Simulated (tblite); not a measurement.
Compound: C5H8O2Si.
SMILES with atom numbers: `[CH3:1][c:2]1[cH:3][c:4]([SiH2:5][OH:6])[cH:7][o:8]1` (hydrogens: H9, H10, H11 on C1; H12 on C3; H13, H14 on Si5; H15 on O6; H16 on C7)

Computed geometry: GFN2-xTB, gas phase.

**Question.** Give the optimised bond lengths and angles.

**Answer.** 
| bond | length (bohr) | order |
| --- | --- | --- |
| C1–C2 | 2.811 | single |
| C2–C3 | 2.570 | aromatic |
| C3–C4 | 2.695 | aromatic |
| C4–Si5 | 3.538 | single |
| Si5–O6 | 3.076 | single |
| C4–C7 | 2.578 | aromatic |
| C7–O8 | 2.542 | aromatic |
| C2–O8 | 2.559 | aromatic |
| C1–H9, C1–H10, C1–H11 | 2.057 | single |
| C3–H12 | 2.023 | single |
| Si5–H13 | 2.754 | single |
| Si5–H14 | 2.773 | single |
| O6–H15 | 1.801 | single |
| C7–H16 | 2.027 | single |

Bonds in one row agree within 0.02 bohr and their mean is given. Orders are formal, as drawn. A selection of angles:
| angle | degrees |
| --- | --- |
| C1–C2–C3 | 132.0 |
| C1–C2–O8 | 118.3 |
| C3–C2–O8 | 109.7 |
| C2–C3–C4 | 107.3 |
| C3–C4–Si5 | 127.5 |
| C3–C4–C7 | 104.3 |
| Si5–C4–C7 | 128.2 |
| C4–Si5–O6 | 111.0 |
| C4–C7–O8 | 111.7 |
| C2–O8–C7 | 106.9 |
| H15–O6–Si5 | 121.7 |

Dihedral angles: C3–C4–Si5–O6 166° (antiperiplanar); H15–O6–Si5–C4 -56° (synclinal). The mirror-image conformer, all signs reversed, is as good.

O6 (silanol oxygen) is bent (angle 121.7°). O8 (furan-type oxygen) is bent (angle 106.9°). Si5 (oxygen-bound silicon) is distorted tetrahedral (angles from 101.4° to 113.0°). The 5-membered ring C2–C3–C4–C7–O8 has internal angles of 104.3° to 111.7°; it is planar, 0.00 Å rms from its mean plane, widest ring torsion 0°. The 4 C–C bonds span 1.360 Å (C2–C3, aromatic) to 1.488 Å (C1–C2, drawn single), a spread of 0.128 Å.

Point group: C1 (no symmetry element, even within 0.4 Å). Its GFN2-xTB frequencies are all real (lowest 33 cm⁻¹). The numbers are those of one conformer (C3–C4–Si5–O6 166°, C4–Si5–O6–H -56°).
